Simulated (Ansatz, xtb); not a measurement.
# A geometry optimisation of F2GaH2P with r2SCAN-D4/def2-SVP

The starting geometry of this gas-phase singlet has its atoms placed at random.

| atom | x (Å) | y (Å) | z (Å) |
| --- | --- | --- | --- |
| F | -0.6265 | -1.1543 | 0.6353 |
| F | 1.4993 | 0.6786 | 1.0884 |
| Ga | 1.1654 | -0.2884 | -1.0710 |
| P | 0.0385 | 0.3816 | 0.9410 |
| H | 0.7715 | 1.9365 | 0.6059 |
| H | 1.0308 | -1.3074 | -0.0035 |

Q: Guess where an optimisation with r2SCAN-D4/def2-SVP ends from this start.

A: It falls apart into F2HP + GaH. Distances that change by over a tenth: Ga3–H6 (1.48 → 1.67 Å). Contacts that open: Ga3–P4 (2.40 → 3.47 Å). Contacts that close: P4–H5 (1.75 → 1.44 Å).

The energy falls by 7.03 eV over 12 steps:

| step | E − E(last) (eV) |
| --- | --- |
| 1 | 7.034 |
| 2 | 4.291 |
| 3 | 2.296 |
| 5 | 0.423 |
| 6 | 0.161 |
| 7 | 0.026 |
| 8 | 0.004 |
| 10 | 0.001 |
| 11 | 0.000 |
| 12 | 0.000 |

Final geometry (Å):

```yaml
atoms:
  - { symbol: F, position_ang: [-0.6592, -0.3227, 0.6463] }
  - { symbol: F, position_ang: [1.5364, 0.4542, 1.3628] }
  - { symbol: Ga, position_ang: [1.3782, -0.5614, -1.2766] }
  - { symbol: P, position_ang: [-0.0249, 0.8757, 1.5483] }
  - { symbol: H, position_ang: [-0.0181, 1.8420, 0.4775] }
  - { symbol: H, position_ang: [1.6666, -2.0412, -0.5622] }
```

From the same start GFN2-xTB ends elsewhere, in pieces: F2HP + GaH.

From so rough a start the end depends on the optimiser's path, so another program may land elsewhere. No frequencies were run, so the end isn't proven a minimum. Run with Ansatz 0.2.0, 26 s on 2 threads of Arm Neoverse V2, on a shared host.
